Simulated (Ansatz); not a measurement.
Species: TlI, charge 1, multiplicity 2. 
Structure (B3LYP-D3(BJ)/def2-TZVP (Ansatz, a first-principles code) minimum search):
```xyz
2

Tl     0.0000     0.0000    -1.3523
I      0.0000     0.0000     2.0668
```
Charge +1, spin multiplicity 2.

Parts of the frozen-core correlation energy in def2-SVP (Ansatz, hartree). Frozen orbitals: 18; correlated occupied orbitals by spin: 5 and 4; virtual: 29 and 30. Open shells are spin-unrestricted. No spin-orbit coupling. In def2 rows, elements after Kr have scalar-relativistic effective core potentials.

| term | value |
|---|---|
| reference (HF) | -467.98575 |
| MP2 opposite-spin | -0.07715 |
| MP2 same-spin | -0.02180 |
| CCSD correlation | -0.11930 |
| (T) | -0.00139 |
| CCSDT minus CCSD(T) | -0.00027 |
| T1 diagnostic | 0.008 |
| largest doubles amplitude | 0.063 |
| <S^2> of the reference | 0.757 |
